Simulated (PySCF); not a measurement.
Compound: CH₇BClPSi.
Geometry (PBE0-D3(BJ)/def2-SVP, Å), atoms numbered from 1 in this order:
```
atom  x, y, z in Å
C1     4.2423   -1.3845    1.1169
B2     2.9067   -1.4773    1.9202
Cl3    2.6163   -2.9135    2.9194
P4     1.6020   -0.1040    2.0079
Si5   -0.3122   -1.2732    1.7884
H6     4.3888   -0.4294    0.5942
H7     4.2591   -2.1969    0.3692
H8     5.1030   -1.5686    1.7812
H9     1.7251    0.4444    0.7000
H10   -1.3506   -0.3222    1.2901
H11   -0.2085   -2.4264    0.8448
H12   -0.6996   -1.7693    3.1392
```

Theory: PySCF 2.14.0, PBE0-D3(BJ)/def2-SVP geometry optimisation, gas phase.

Masses are those of the commonest isotopes; rigid-rotor values at the optimised geometry. The values belong to one conformer with, in the numbering `[CH3:1][B:2]([Cl:3])[PH:4][SiH3:5]`, C1–B2–P4–Si5 137°.

Q: Give the principal moments of inertia and the rotational constants in GHz.

A: Ia = 164.65, Ib = 326.71, Ic = 442.52 u·Å²; 505379 MHz·u·Å²/I gives 3069, 1547 and 1142 MHz, that is A = 3.0694, B = 1.5469, C = 1.1420 GHz.

Q: Classify the top.

A: An asymmetric top. Ray's parameter κ = (2B − A − C)/(A − C) = -0.580; −1 is the prolate and +1 the oblate limit.

Q: Is it planar, by Δ = Ic − Ia − Ib?

A: Not planar: Δ = Ic − Ia − Ib = -48.84 u·Å². For a rigid frame Δ = −2 Σ m c², so Σ m c² = 24.42 u·Å² lies off the ab plane: 6.80 from hydrogen and 17.62 from heavier atoms. The atom farthest from that plane is 1.70 Å away.

Q: Give the other two planar moments, Paa and Pbb, and the rms extents of the mass along the axes.

A: Paa = Σ m a² = (Ib + Ic − Ia)/2 = 302.29 and Pbb = Σ m b² = (Ia + Ic − Ib)/2 = 140.23 u·Å². With the mass M = 123.98 u, the rms extents √(P/M) along a, b and c are 1.56, 1.06, 0.44 Å.

Q: Which lines would a microwave search look for?

A: The dipole components are |μa| = 0.31 D, |μb| = 0.93 D, |μc| = 1.10 D. The squared components, which scale the intensities, stand as 0.08 : 0.71 : 1.00 (a : b : c). Some of the stronger lines:

```tsv
type	branch	J(Ka,Kc)	MHz	lower level (cm⁻¹)
c	Q	4(1,4) ← 4(0,4)	484	0.865
c	Q	1(1,1) ← 1(0,1)	1523	0.090
b	Q	3(1,2) ← 3(0,3)	3230	0.527
b	R	2(0,2) ← 1(1,1)	3785	0.140
c	Q	3(2,2) ← 3(1,2)	4009	0.635
c	Q	2(2,1) ← 2(1,1)	4568	0.347
b	Q	2(2,0) ← 2(1,1)	4638	0.347
b	R	2(1,2) ← 1(0,1)	6495	0.090
b	Q	4(2,3) ← 4(1,4)	7305	0.882
b	Q	4(3,1) ← 4(2,2)	7951	1.157
b	R	3(1,3) ← 2(0,2)	8607	0.267
b	Q	3(3,1) ← 3(2,2)	8665	0.768
b	R	4(1,4) ← 3(0,3)	10635	0.527
b	R	2(2,0) ← 1(1,1)	10826	0.140
b	R	3(2,1) ← 2(1,2)	14188	0.306
c	R	4(1,3) ← 3(0,3)	14629	0.527
c	R	4(2,2) ← 3(1,2)	15653	0.635
b	R	3(3,1) ← 2(2,0)	16662	0.502
b	R	3(3,0) ← 2(2,1)	16740	0.499
b	R	4(2,2) ← 3(1,3)	18075	0.554
c	R	4(3,1) ← 3(2,1)	19256	0.780
b	R	4(3,1) ← 3(2,2)	19596	0.768
b	R	4(4,1) ← 3(3,0)	22837	1.058
c	R	4(4,0) ← 3(3,0)	22837	1.058
```

Q: Estimate the classical rotational partition function at 25 K, 50 K and 100 K.

A: Point group C1, symmetry number σ = 1; q = (√π/σ)·√((kT/h)³/(ABC)), k/h = 20836.6 MHz/K: 9050 at 25 K, 25600 at 50 K, 72400 at 100 K.

Stationary, but not proved a minimum. No vibrational averaging or centrifugal distortion is included, and the geometry carries the error of its method. A rigid rotor knows nothing of internal rotation, which can split or shift real lines. Quadrupole hyperfine structure (11B, 35Cl) is left out.

The run took 83 s of wall time on one thread of an Intel Xeon Platinum 8259CL at 2.50 GHz, shared host with 96 logical CPUs at a one-minute load of 51, and the process peaked at 0.51 GiB of memory. That covers the optimisation of the geometry.
